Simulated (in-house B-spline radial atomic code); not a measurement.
A fraction x of an electron is moved 5p → 5d in I³⁺, starting from [Kr] 4d10 5s2 5p2 and keeping the highest spin. All numbers are computed (non-relativistic LDA exchange-only, spin-polarised, spherical fractional occupations; point nucleus) with a radial B-spline atomic code at the basis-set limit, not measured.

| x | E(x) - E(0) (eV) | 5p up level (eV) | 5d up level (eV) |
| --- | --- | --- | --- |
| 0 | 0.0000 | -34.030 | - |
| 0.125 | 1.8392 | -34.214 | -19.490 |
| 0.25 | ? | ? | ? |
| 0.375 | 5.5262 | -34.573 | -19.799 |
| 0.5 | ? | ? | ? |
| 0.625 | 9.2273 | -34.925 | -20.089 |
| 0.75 | 11.0838 | -35.097 | -20.229 |
| 0.875 | 12.9444 | -35.268 | -20.366 |
| 1 | 14.8092 | -35.436 | -20.501 |

(1) What belongs in the row x = 0.25?

(2) What belongs in the row x = 0.5?

(3) Check Janak's theorem between x = 0.625 and 0.75.

Answers

(1) An energy change of 3.6811 eV; 5p up at -34.395 eV, 5d up at -19.647 eV.

(2) An energy change of 7.3749 eV; 5p up at -34.750 eV, 5d up at -19.946 eV.

(3) The slope of the energy is 14.85 eV; the orbital levels give 14.85 eV (ε of the receiving orbital less ε of the emptying one, averaged over the two points).
